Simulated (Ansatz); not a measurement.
Geometry optimisation, Ansatz 0.2.0, RKS PBE-D4/def2-SVP.

The input (input.yaml):

```yaml
crystal:
  periodic: [false, false, false]
  atoms:
    - { symbol: Ge, position_ang: [0.0, 0.0, 0.0] }
    - { symbol: O, position_ang: [0.0, 0.0, 2.12] }
    - { symbol: H, position_ang: [-0.9095, -0.2814, 2.4571] }
    - { symbol: F, position_ang: [1.5842, 0.0, -0.5594] }
    - { symbol: O, position_ang: [-0.8337, 1.4443, -0.5894] }
    - { symbol: H, position_ang: [-1.7915, 1.2136, -0.8118] }
    - { symbol: F, position_ang: [-0.7913, -1.3709, -0.5594] }
    - { symbol: S, position_ang: [1.3309, -2.021, 0.8041] }
    - { symbol: H, position_ang: [0.5459, -3.1743, 0.6869] }
    - { symbol: H, position_ang: [0.6921, -1.0511, 1.9464] }
basis:
  gaussian: { orbitals: def2-SVP }
hamiltonian:
  xc: pbe
  dispersion: d4
relax:
  f_tol: 0.15
  max_steps: 25
  restrain:
    - { distance: [0, 7], at: 2.25, k: 30.0 }
    - { distance: [9, 1], at: 1.01, k: 30.0 }
    - { distance: [0, 1], at: 2.97, k: 30.0 }
    - { distance: [9, 7], at: 2.6, k: 30.0 }
```

Launched with:

```bash
$ ansatz run input.yaml --threads 4 --pin off --max-ram 5120MiB --backend cpu --events-out ev --progress --plain --runs-dir out
```

Q: Where does it end, and by what steps?

A: The forces met the threshold. The restraints hold the end off the free minimum; the threshold counts their pulls, which the force column leaves out. Restrained pairs: Ge1–S8 (2.55 → 2.25 Å), O2–H10 (1.27 → 0.99 Å), Ge1–O2 (2.12 → 2.97 Å), S8–H10 (1.63 → 2.60 Å). After 22 steps the energy has fallen by 2.804 eV (the restraints' own energy left out); H6 moved furthest, 2.16 Å.

```
step  energy less start (eV)  largest force component (eV/Å)  accepted
   0                  0.0000                           2.898       yes
   1                  0.0854                           3.241       yes
   2                 -0.0168                           3.487       yes
   3                 -0.7840                           1.996       yes
   4                 -1.4236                           0.816       yes
   5                 -1.5958                           2.651       yes
   6                 -1.8149                           1.417       yes
   7                 -2.0002                           0.760       yes
   8                 -2.0620                           0.736       yes
   9                 -2.1398                           0.869       yes
  10                 -2.2276                           1.328       yes
  11                 -2.3679                           1.064       yes
  12                 -2.4992                           0.577       yes
  13                 -2.6035                           0.545       yes
  14                 -2.6667                           0.495       yes
  15                 -2.7040                           0.512       yes
  16                 -2.6994                           1.265        no
  17                 -2.7238                           0.450       yes
  18                 -2.7397                           0.442       yes
  19                 -2.7522                           0.844       yes
  20                 -2.7623                           1.251       yes
  21                 -2.7872                           0.861       yes
  22                 -2.8040                           0.356       yes
```

```xyz
10
Properties=species:S:1:pos:R:3
Ge 0.327 -0.405 -0.483
O -0.916 -0.008 2.190
H -1.635 -0.600 1.892
F 0.858 -0.404 -2.137
O 0.015 1.263 -0.040
H -0.414 1.168 0.852
F -1.136 -1.384 -0.464
S 1.757 -1.533 0.831
H 1.129 -2.703 0.513
H -0.158 -0.634 2.340
```

The run took 30 s on 4 threads of Arm Neoverse V2, with other jobs on the host, peak memory 0.2 GiB.
